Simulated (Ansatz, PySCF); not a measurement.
Reaction R1 → P1 + P2, each structure at its B3LYP-D3(BJ)/def2-TZVP stationary point, reached from a drawn start (curvature not checked).
R1: CHCl3 (SMILES ClC(Cl)Cl), charge 0, multiplicity 1.
P1: CHCl2 (SMILES Cl[CH]Cl), charge 0, multiplicity 2.
P2: Cl atom, charge 0, multiplicity 2.

P less R. No zero-point or thermal terms; singlets are restricted closed shells; open shells are unrestricted; no spin–orbit coupling.

Frozen-core correlation throughout.

Codes used: Ansatz (Gaussian orbitals); PySCF for M06-2X. All values are computed, each at the level named.

| level | reaction energy (eV) |
|---|---|
| HF/cc-pV(D+d)Z | 1.730 |
| HF/cc-pV(T+d)Z | 1.787 |
| HF/cc-pV(Q+d)Z | 1.784 |
| revPBE/def2-TZVPP | 3.048 |
| M06-2X/def2-TZVPP | 3.310 |
| SCS-MP2/cc-pV(Q+d)Z | 3.461 |
| CCSD/cc-pV(T+d)Z | 3.002 |
| CCSD(T)/cc-pV(D+d)Z | 2.942 |
| CCSD(T)/cc-pV(Q+d)Z | [?] |

Problem. Fill in the missing entries.

Solution. 
- CCSD(T)/cc-pV(Q+d)Z, reaction energy (eV): 3.262

Ansatz is a quantum-chemistry and plane-wave program.
